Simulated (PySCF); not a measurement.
PySCF job for CH9FN2Si2, SMILES C([SiH2]N[SiH2]N)F, B3LYP/pcSseg-1. The structure is a stationary point at B3LYP-D3(BJ)/def2-SVP. The structure was generated by enumeration, and PubChem lists no compound with its InChIKey, so it may never have been made. Other conformers were not sampled.

```python
import numpy as np
from pyscf import gto, scf, dft
from pyscf.prop.nmr import rks as nmr

mol = gto.M(
    atom='''
    N     3.02119032    0.16397223   -0.40826325
    Si    1.71440617   -0.96039828   -0.28824129
    N     0.53582278   -0.37117210    0.85036512
    Si   -1.19564253   -0.25092453    0.66422792
    C    -1.64625270    1.22832195   -0.44733461
    F    -3.03044302    1.31161653   -0.58016792
    H     3.95792503   -0.16342534   -0.62138617
    H     2.87867645    1.11645352   -0.72973525
    H     0.90593103   -1.19404990   -1.52660451
    H     2.37130693   -2.24363086    0.09925468
    H     0.90820143   -0.06328438    1.74672665
    H    -1.80011891   -0.03705859    2.00909838
    H    -1.77112552   -1.47579722    0.04169936
    H    -1.19448199    1.11960007   -1.45134596
    H    -1.26659341    2.17563077   -0.02071436
    ''',
    basis='pcSseg-1',
    charge=0,
    spin=0,
    max_memory=1600,
    verbose=3,
)
mf = dft.RKS(mol, xc='b3lyp').density_fit(auxbasis='def2-universal-jkfit')
mf.grids.level = 3
mf.conv_tol = 1e-10
mf.max_cycle = 100
mf.kernel()
n = nmr.NMR(mf)
n.verbose = 2
n.max_cycle_cphf = 60
sigma = n.kernel()
print('atom   isotropic/ppm   span/ppm')
for i, s in enumerate(sigma):
    w = np.linalg.eigvalsh((s + s.T) / 2)
    print(f'{mol.atom_symbol(i):2s}{i + 1:3d} {w.mean():14.3f} {w[2] - w[0]:11.3f}')
```

Log of the run:

```
converged SCF energy = -831.926060768028
atom   isotropic/ppm   span/ppm
N   1        238.743      62.283
Si  2        379.543      93.181
N   3        238.144      50.716
Si  4        377.836      61.709
C   5        100.742     127.991
F   6        469.667      73.535
H   7         30.827      18.006
H   8         31.180      17.027
H   9         26.591       7.946
H  10         26.707       9.045
H  11         31.144      18.349
H  12         26.816       7.854
H  13         26.696       7.835
H  14         26.852       7.906
H  15         27.021       7.230
```

Self-consistency was reached.

Cost: about 90 core-seconds (a rough figure).
